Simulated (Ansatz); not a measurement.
Basis sets compared for CdCl₃⁻. The state is a singlet with charge -1. Geometry PBE0-D4/def2-SVPD. Ansatz on 4 threads of Arm Neoverse V1 on a shared host; times are rough, and most runs start from earlier orbitals.

```xyz
4

Cd   -0.0004   -0.0006    0.0002
Cl    2.2543   -0.8288   -0.3074
Cl   -0.5457    1.3282    1.9497
Cl   -1.7081   -0.4988   -1.6425
```

In the def2 sets Cd takes a core potential; there is no spin–orbit coupling. The structure comes from a short search, and lower isomers may exist.

| level | functions | energy (Eh) | HOMO (eV) | LUMO (eV) | wall time |
| --- | --- | --- | --- | --- | --- |
| PBE-D4/def2-SVPD | 115 | -1547.6082 | -2.87 | 1.52 | 1.1 s |
| PBE0-D4/def2-SVPD | 115 | -1547.7174 | -4.21 | 2.36 | 1.7 s |

Q: Estimate the rows for PBE-D4/def2-TZVPD, PBE0-D4/def2-TZVPD.

A: 
```csv
level,functions,energy (Eh),HOMO (eV),LUMO (eV),wall time
PBE-D4/def2-TZVPD,178,-1548.1003,-2.80,1.59,1.6 s
PBE0-D4/def2-TZVPD,178,-1548.2034,-4.13,2.42,2.8 s
```
